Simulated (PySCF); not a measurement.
Working out the excitation energy of O²⁺

O²⁺ [He] 2s2 2p2 (3P) → O²⁺ [He] 2s1 2p2 3s1 (5P). All numbers are calculated (PySCF 2.14, scalar relativity by spin-free X2C-1e, in aug-cc-pVDZ-DK (4s3p2d, 23 functions)). Frozen: 1s2. Energies in hartree (1 hartree = 27.21139 eV):

```tsv
part	O²⁺ (lower)	O²⁺ (upper)
UHF	-73.136229	-71.658373
CCSD correlation	-0.078975	-0.015037
(T)	-0.000658	-0.000049
```

**Question.** What does Hartree-Fock give?

**Answer.** (-71.658373) − (-73.136229) = 1.477856 hartree = 40.215 eV.

**Question.** What do CCSD and CCSD(T) give?

**Answer.** The CCSD correlation energies differ by 0.063938 hartree = 1.740 eV and the triples by 0.000609 hartree = 0.017 eV, so CCSD gives 41.955 eV and CCSD(T) 41.972 eV.

A double-zeta basis recovers only part of the correlation energy.
